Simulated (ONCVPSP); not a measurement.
# PBE ONCV dataset for Bi, scalar-relativistic all-electron reference.

ONCVPSP 4.0.1 input, shortened (lines: element, Z, core and valence counts, functional; n l f; lmax; l rc ep ncon nbas qcut; lloc lpopt rc5 dvloc0; l nproj debl; icmod fcfact rcfact), PBE, scalar-relativistic:

```
  Bi 83.00   12    3        4      upf
    1    0    2.00
    2    0    2.00
    2    1    6.00
    3    0    2.00
    3    1    6.00
    3    2   10.00
    4    0    2.00
    4    1    6.00
    4    2   10.00
    4    3   14.00
    5    0    2.00
    5    1    6.00
    5    2   10.00
    6    0    2.00
    6    1    3.00
    2
    0    1.75    0.00    4    7    2.90
    1    2.15    0.00    4    8    4.20
    2    1.35    0.00    4    8    6.60
    2    5    1.35    0.00
    0    2    2.80
    1    3    0.60
    2    0    2.40
    0    0.00    0.00
```

All-electron outer shells of the reference configuration (PBE, scalar-relativistic, ld1.x):

| shell | level (eV) | outermost node (bohr) | outermost maximum (bohr) |
| --- | --- | --- | --- |
| 4f | -152.59 | – | 0.34 |
| 5p | -95.86 | 0.48 | 0.86 |
| 5d | -27.08 | 0.51 | 1.03 |
| 6s | -14.48 | 0.98 | 1.88 |
| 6p | -4.57 | 1.14 | 2.44 |

Q: Estimate the cutoffs (Ha) at which the residual kinetic energy of the hardest occupied pseudo-wave falls to 1 and 0.1 mHa per electron.

A: 37 Ha and 112 Ha.

Q: Does the potential have ghost states?

A: Ghosts flagged at negative energy: p at -84.7 eV; GHOST(+) flagged for s at 14.6 eV, p at 149.8 eV, p at 525.5 eV. A true bound ghost makes a file unfit for plane-wave use.

Q: Which valence shell sets the plane-wave cutoff?

A: 5d: 37 Ha for 1 mHa per electron, against 15 Ha for 6s.

Q: Tests: 5d10 6s2 6p2; 5d10 6s2 6p1; 5d10 6s2 6p0; 5d9 6s2 6p4. Which has the largest error in its energy relative to the reference configuration, and how large is it?

A: 5d9 6s2 6p4, with -163 meV (all-electron minus pseudo) on +24.21 eV.
